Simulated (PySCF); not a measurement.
**A small calculation by hand: chemical shift, span and skew from a shielding tensor**

CH6ClFSi2, SMILES F[Si@H](Cl)C[SiH3]. Atoms are numbered in the order given.

```xyz
11

F      1.7606    -0.6657     0.7625
Si     0.9302    -0.1546    -0.5315
Cl     0.5016     1.8382    -0.2377
C     -0.6372    -1.1261    -0.6575
Si    -1.9345    -0.7760     0.6750
H      1.8270    -0.2681    -1.7067
H     -1.0912    -0.9407    -1.6464
H     -0.3666    -2.1963    -0.6226
H     -2.9877    -1.8349     0.6288
H     -2.5716     0.5506     0.4351
H     -1.2985    -0.7835     2.0252
```
Charge 0, spin multiplicity 1.

Geometry optimised at PBE0-D3(BJ)/def2-SVP. The structure was generated by enumeration; whether it is a known compound was not checked. One conformer was computed; it need not be the lowest.

GIAO shieldings from B3LYP/pcSseg-1 (PySCF), non-relativistic, no solvent. The symmetric part of the tensor of F1 has the principal values 264.6, 332.1, 379.4 ppm. The same nucleus in CFCl3 has σ = 161.7 ppm at this level (PySCF, at its B3LYP-D3(BJ)/def2-TZVP geometry). Without spin–orbit terms, shifts of atoms bonded to Cl or Br come out too high.

### Question
Work out the isotropic shielding, the ¹⁹F shift against CFCl3, the span and the skew.

### Answer

σ(iso) = (σ11 + σ22 + σ33)/3 = 325.4 ppm. δ = σ(ref) − σ(iso) = 161.7 − (325.4) = -163.7 ppm.
Span Ω = σ33 − σ11 = 114.8 ppm. Skew κ = 3(σ(iso) − σ22)/Ω = -0.18. Tumbling in solution averages the tensor to δ; in a static solid the shielding alone would spread this spin-1/2 line over Ω.
